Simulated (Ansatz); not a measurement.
Isomers of Be2O3⁻ (doublet), relaxed with r2SCAN-D4/def2-TZVPD; total energies from Ansatz at CAM-B3LYP-D4/def2-TZVPD.

```tsv
isomer	description	energy (Eh)
A	point group D∞h; 4 × Be–O 1.43 to 1.44 Å	-255.35218
B	point group C2v; 5 × Be–O 1.44 to 1.63 Å	-255.35971
C	point group Cs; 5 × Be–O 1.38 to 1.70 Å; 1 × O–O 1.57 Å	-255.21806
```

The isomers come from a short search, and lower ones may exist.

Problem. Work out the relative energies (1 Eh = 2625.5 kJ/mol) and the Boltzmann populations at 800 K from electronic energies alone (R = 8.314 J/mol/K).

Solution. ΔE: A 19.8, B 0.0, C 371.9 kJ/mol. RT = 6.65 kJ/mol. Factors exp(−ΔE/RT): A 0.0509, B 1, C 5.15e-25; sum 1.051. Populations: A 4.8 %, B 95.2 %, C 0.0 %. Zero-point energy, vibrational entropy and symmetry numbers are left out and can shift these; an error of 4 kJ/mol changes a ratio by a factor of 1.8. Over the other density-functional and correlated levels in def2 sets, the gap between B and A ranges from -58 to 55 kJ/mol.
